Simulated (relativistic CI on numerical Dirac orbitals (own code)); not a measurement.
Method of calculation: Dirac-Coulomb-Breit CI, KLI orbitals optimised for each configuration, model QED (radiative potential, 1s self-energy scaled to tabulated hydrogen-like ionisation energies), unscaled Slater integrals (own radial code, finite nucleus).

The strongest absorption lines from the ground level of an ion, among the configurations computed and to levels below about 1010 eV (vacuum wavelength in nm, gf): 1.2338 (0.05), 1.2359 (0.027), 1.4192 (0.11), 1.4240 (0.059), 1.9774 (0.35), 1.9961 (0.2), 16.882 (0.42), 21.110 (0.17).

Q: Which ion is it?
A. Rb XXIX
B. Y XXIX
C. Rb XXVII
D. As XXIII

A: C. Rb XXVII has 11 electrons and the ground level 3s ²S1/2; the strongest line goes to 3p ²P°3/2. The pattern of lines fixes the number of electrons, and along that sequence the line energies rise steadily with the charge (about as its square where n changes within one kind of shell, about linearly where n is kept but much faster in heavy ions where fine structure, which grows about as Z⁴, sets the gap, and irregularly where shells cross), which fixes Z. Configurations outside the model, such as inner-shell arrays, can give stronger lines. At this charge energies of transitions that change n are usually good to better than 1 %, and those within a shell (Δn = 0) to a few per cent.
